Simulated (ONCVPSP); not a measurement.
## silicon, ONCV: configuration errors across variants

silicon (Si), optimised norm-conserving Vanderbilt (ONCV), made with ONCVPSP 4.0.1 (Wu-Cohen, scalar-relativistic). Core [He], reference 2s2 2p6 3s2 3p2. Waves: 2s+3s: rc 1.00 bohr, ncon 4, nbas 8, qcut 14.3 1/bohr, 2 projectors; 2p+3p: rc 0.85 bohr, ncon 4, nbas 8, qcut 15 1/bohr, 2 projectors; d scattering state at 0.21 Ha: rc 1.00 bohr, ncon 4, nbas 7, qcut 8.8 1/bohr, 2 projectors, debl 1 Ha. Local part: polynomial inside 0.55 bohr (lpopt 5, dvloc0 4 Ha). Core correction: Teter function fitted to the true core (icmod 2), fcfact 0.6.

All-electron excitation energies from the reference (eV): (1) 2s2 2p6 3s2 3p1 7.717; (2) 2s2 2p6 3s2 3p0 23.707; (3) 2s2 2p6 3s1 3p0 57.656; (4) 2s2 2p6 3s1 3p2 15.141.

1 further variants failed, have other tests or too few solved ones, and are left out.

Errors AE − PS in meV (a dash: test not solved or not reliable):

```tsv
change	(1)	(2)	(3)	(4)	bound ghosts	GHOST(+) flags above zero
base	+0.4	+2.4	+0.9	-0.7	none	d
s: qcut 11.1; p: qcut 11.6; d: qcut 6.8	+0.4	+2.9	+1.6	-1.1	none	none
s: qcut 12.6; p: qcut 13.2; d: qcut 7.7	+0.4	+2.7	+1.2	-0.9	none	d
s: qcut 14.6; p: qcut 15.3; d: qcut 9	+0.4	+2.3	+0.8	-0.7	none	d
s: qcut 15.9; p: qcut 16.7; d: qcut 9.8	+0.4	+2.1	+0.7	-0.6	none	none
s: qcut 17.3; p: qcut 18.2; d: qcut 10.7	+0.3	+1.9	+0.7	-0.4	none	none
s: qcut 18.9; p: qcut 19.8; d: qcut 11.6	+0.3	+1.6	+0.7	-0.3	none	none
```

Task: Give the same row for: s: qcut 8.9; p: qcut 9.3; d: qcut 5.5.

Result: +0.5, +3.4, +2.5, -1.4; bound ghosts: none; GHOST(+) flags above zero: d.
